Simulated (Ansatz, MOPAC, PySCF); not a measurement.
Complex: H2 (SMILES [H][H]) (first 2 atoms) with CH3NO (SMILES NC=O); geometry from B3LYP-D3(BJ)/def2-TZVP.
(charge 0, multiplicity 1):
```xyz
8

H     -0.31464    -0.21505     0.47387
H      0.00559    -0.00640    -0.16754
N      0.97303     0.69629     3.30529
C     -0.10162    -0.01667     3.72156
O     -0.89304    -0.56938     2.99126
H      1.15304     0.79253     2.31899
H      1.59399     1.13314     3.96287
H     -0.18780    -0.04553     4.82310
```

Monomers are frozen at their geometry in the pair; levels with a basis set take the counterpoise correction.

The state that PM6 reach isn't checked.

The values were computed with Ansatz (Gaussian orbitals); MOPAC for PM6 (differences of heats of formation); PySCF for the dispersion terms. Each number belongs to the level named beside it.

Problem. One of these levels gives -88.2 meV for the interaction energy. Which?
A) SVWN5/def2-TZVPPD
B) PM6
C) r2SCAN-D4/def2-TZVPPD

Solution. A, SVWN5/def2-TZVPPD. The others give -12.4 (PM6), -36.0 (r2SCAN-D4/def2-TZVPPD)

Ansatz is a first-principles code.
